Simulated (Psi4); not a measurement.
Conformational energy of SMILES N#C[SiH2]C=C. Scanned: dihedral C1–C2–Si3–C4; all other coordinates were relaxed at GFN2-xTB. Points at φ and −φ are mirror images. Heavy atoms are numbered in the order of the SMILES C=C[SiH2]C#N, hydrogens after them in the order of the atoms that carry them; the mirror image has the same energies with the sign of each dihedral reversed.

Levels: PBE/def2-TZVP // GFN2-xTB (Psi4); PBE-D3(BJ)/def2-TZVP // GFN2-xTB (Psi4); wB97X-D/def2-TZVP // GFN2-xTB (Psi4); MP2/cc-pVTZ = DF-MP2 (frozen core)/cc-pVTZ // GFN2-xTB (Psi4 1.11).

Energies relative to the lowest point of each profile, in kJ/mol; the last columns give the difference from MP2:

```
φ / °  PBE/def2-TZVP  PBE-D3(BJ)/def2-TZVP  wB97X-D/def2-TZVP  MP2/cc-pVTZ  PBE/def2-TZVP − MP2/cc-pVTZ  PBE-D3(BJ)/def2-TZVP − MP2/cc-pVTZ  wB97X-D/def2-TZVP − MP2/cc-pVTZ
-----  -------------  --------------------  -----------------  -----------  ---------------------------  ----------------------------------  -------------------------------
-165            5.35                  6.24               6.21         6.84                        -1.49                               -0.60                            -0.63
-150            3.44                  4.33               4.19         4.73                        -1.29                               -0.40                            -0.54
-135            1.68                  2.57               2.42         2.78                        -1.09                               -0.21                            -0.36
-120            0.98                  1.85               1.71         1.95                        -0.97                               -0.10                            -0.24
-105            1.67                  2.49               2.35         2.59                        -0.92                               -0.09                            -0.23
-90             3.49                  4.25               4.21         4.39                        -0.90                               -0.14                            -0.18
-75             5.50                  6.15               6.18         6.41                        -0.91                               -0.26                            -0.23
-60             6.40                  6.89               6.94         7.20                        -0.80                               -0.31                            -0.27
-45             5.42                  5.73               5.76         5.96                        -0.54                               -0.23                            -0.20
-30             3.08                  3.22               3.24         3.33                        -0.25                               -0.11                            -0.09
-15             0.87                  0.91               0.92         0.94                        -0.07                               -0.03                            -0.02
0               0.00                  0.00               0.00         0.00                         0.00                                0.00                             0.00
15              0.87                  0.91               0.92         0.94                        -0.07                               -0.03                            -0.02
30              3.08                  3.22               3.24         3.33                        -0.25                               -0.11                            -0.09
45              5.42                  5.73               5.76         5.96                        -0.54                               -0.23                            -0.20
60              6.40                  6.89               6.94         7.20                        -0.80                               -0.31                            -0.27
75              5.50                  6.15               6.18         6.41                        -0.91                               -0.26                            -0.23
90              3.49                  4.25               4.21         4.39                        -0.90                               -0.14                            -0.18
105             1.67                  2.49               2.35         2.59                        -0.92                               -0.09                            -0.23
120             0.98                  1.85               1.71         1.95                        -0.97                               -0.10                            -0.24
135             1.68                  2.57               2.42         2.78                        -1.09                               -0.21                            -0.36
150             3.44                  4.33               4.19         4.73                        -1.29                               -0.40                            -0.54
165             5.35                  6.24               6.21         6.84                        -1.49                               -0.60                            -0.63
180             6.21                  7.10               7.10         7.78                        -1.58                               -0.69                            -0.69
```

PBE/def2-TZVP is furthest from MP2/cc-pVTZ at 180 (-1.58 kJ/mol, below); its mean absolute difference over the points is 0.84 kJ/mol.

PBE-D3(BJ)/def2-TZVP is furthest from MP2/cc-pVTZ at 180 (-0.69 kJ/mol, below); its mean absolute difference over the points is 0.24 kJ/mol.

wB97X-D/def2-TZVP is furthest from MP2/cc-pVTZ at 180 (-0.69 kJ/mol, below); its mean absolute difference over the points is 0.28 kJ/mol.
